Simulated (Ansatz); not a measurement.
Gas-phase electronic energies from Ansatz, PBE0-D4/def2-TZVP geometries. CCSD(T)/CBS is the MP2 limit (def2-TZVPP, def2-QZVPP) plus CCSD(T) − MP2 in def2-TZVPP, frozen cores. This one scheme is used for every species. Functionals use def2-TZVPP. B3LYP here is the variant with VWN-RPA as its local correlation; programs differ in this. Each species was taken in one conformer, which may not be the lowest.

`C=C(F)[SiH2][AlH2]` + H₂ → `[AlH2][SiH3]` + `C=CF`  (hydrogenolysis of the Si–C bond)

`C=C(F)[SiH2][AlH2]`:

Cartesian coordinates in Å:
```
C -0.704 -0.761 -1.579
C -0.276 0.458 -1.285
F -0.317 1.407 -2.250
Si 0.406 1.054 0.368
Al 0.431 -0.750 2.036
H -0.683 -1.539 -0.827
H -1.081 -1.005 -2.566
H 1.774 1.601 0.126
H -0.428 2.208 0.815
H -0.087 -2.204 1.658
H 0.966 -0.470 3.504
```

H₂:

Cartesian coordinates in Å:
```
H -0.232 0.254 -0.144
H 0.232 -0.254 0.144
```

`[AlH2][SiH3]`:

Cartesian coordinates in Å:
```
Al 0.213 0.963 -1.005
Si -0.160 -0.699 0.765
H 0.259 2.519 -0.687
H 0.413 0.479 -2.505
H -1.376 -1.513 0.472
H 0.987 -1.651 0.844
H -0.337 -0.097 2.116
```

`C=CF`:

Cartesian coordinates in Å:
```
C 0.577 -0.095 0.388
C -0.473 0.138 -0.371
F -1.582 -0.605 -0.305
H 0.589 -0.904 1.106
H 1.448 0.538 0.292
H -0.558 0.928 -1.110
```

```json
{"level": "PBE-D4", "ΔE (kcal/mol)": "-5.1", "difference from CCSD(T)/CBS": "0.8"}
{"level": "r2SCAN-D4", "ΔE (kcal/mol)": "-5.6", "difference from CCSD(T)/CBS": "0.3"}
{"level": "PBE0-D4", "ΔE (kcal/mol)": "-6.5", "difference from CCSD(T)/CBS": "-0.6"}
{"level": "B3LYP-D4", "ΔE (kcal/mol)": "-6.3", "difference from CCSD(T)/CBS": "-0.4"}
{"level": "ωB97X-V", "ΔE (kcal/mol)": "-6.8", "difference from CCSD(T)/CBS": "-0.9"}
{"level": "ωB97M-V", "ΔE (kcal/mol)": "-6.3", "difference from CCSD(T)/CBS": "-0.4"}
{"level": "B2PLYP", "ΔE (kcal/mol)": "-7.8", "difference from CCSD(T)/CBS": "-1.9"}
{"level": "PBE", "ΔE (kcal/mol)": "-6.9", "difference from CCSD(T)/CBS": "-1.0"}
{"level": "r2SCAN", "ΔE (kcal/mol)": "-6.1", "difference from CCSD(T)/CBS": "-0.2"}
{"level": "PBE0", "ΔE (kcal/mol)": "-8.2", "difference from CCSD(T)/CBS": "-2.3"}
{"level": "B3LYP", "ΔE (kcal/mol)": "-9.2", "difference from CCSD(T)/CBS": "-3.3"}
{"level": "HF/def2-TZVPP", "ΔE (kcal/mol)": "-13.2", "difference from CCSD(T)/CBS": "-7.3"}
{"level": "MP2/def2-TZVPP", "ΔE (kcal/mol)": "-5.4", "difference from CCSD(T)/CBS": "0.5"}
{"level": "SCS-MP2/def2-TZVPP", "ΔE (kcal/mol)": "-6.9", "difference from CCSD(T)/CBS": "-1.0"}
{"level": "CCSD/def2-TZVPP", "ΔE (kcal/mol)": "-8.4", "difference from CCSD(T)/CBS": "-2.5"}
{"level": "CCSD(T)/def2-TZVPP", "ΔE (kcal/mol)": "-6.9", "difference from CCSD(T)/CBS": "-1.0"}
{"level": "HF/def2-QZVPP", "ΔE (kcal/mol)": "-13.2", "difference from CCSD(T)/CBS": "-7.3"}
{"level": "MP2/def2-QZVPP", "ΔE (kcal/mol)": "-4.8", "difference from CCSD(T)/CBS": "1.1"}
{"level": "SCS-MP2/def2-QZVPP", "ΔE (kcal/mol)": "-6.3", "difference from CCSD(T)/CBS": "-0.4"}
{"level": "HF/CBS(def2)", "ΔE (kcal/mol)": "-13.2", "difference from CCSD(T)/CBS": "-7.3"}
{"level": "MP2/CBS(def2)", "ΔE (kcal/mol)": "-4.4", "difference from CCSD(T)/CBS": "1.5"}
{"level": "CCSD/CBS(def2)", "ΔE (kcal/mol)": "-7.3", "difference from CCSD(T)/CBS": "-1.4"}
{"level": "CCSD(T)/CBS", "ΔE (kcal/mol)": "-5.9", "difference from CCSD(T)/CBS": "0"}
```

Largest T1 diagnostic among the species: 0.013.

In def2-TZVPP, CCSD(T) changes the Hartree–Fock value by +6.3 kcal/mol (the triples alone add +1.5 kcal/mol) and MP2 by +7.8 kcal/mol. The D4 term adds +2.9 kcal/mol with B3LYP and +1.6 kcal/mol with PBE0; it sums over pairs of atoms, weighted by their polarisabilities, and B3LYP, whose exchange is more repulsive, gets the larger term.
